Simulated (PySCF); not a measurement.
A run for PySCF: R-B3LYP/6-31G* on H2Se (SMILES [SeH2]) with ghost functions, monomers drawn apart or pushed together.

```python
from pyscf import gto, scf, dft, mp
from pyscf.data.elements import chemcore

mol = gto.M(
    atom='''
    Se   -1.48785312    2.37576468    6.82271766
    H    -0.66382862    1.16248291    6.72227728
    H    -2.55858840    1.74696744    6.03574481
    ghost-C    0.57270194    1.01716234   -0.10419243
    ghost-Si   -0.09874862   -0.69083929    0.26969909
    ghost-H    0.46280381    1.66526233    0.76649329
    ghost-H    0.03743732    1.47086142   -0.94034046
    ghost-H    1.63129649    0.96992884   -0.36620816
    ghost-H    0.62640433   -1.30666247    1.40877732
    ghost-H    0.04291789   -1.58702339   -0.90429972
    ghost-H   -1.53744245   -0.62673196    0.62850508
    ''',
    basis='6-31g*',
    cart=True,
    charge=0, spin=0, verbose=3, max_memory=1800)
mf = dft.RKS(mol, xc='b3lyp')
mf.conv_tol = 1e-8
mf.max_cycle = 100
mf.kernel()
if not mf.converged:
    mf = mf.newton().run(mf.mo_coeff, mf.mo_occ)
```

Question: What total energy does the run end on?

Answer: -2402.4895 hartree.
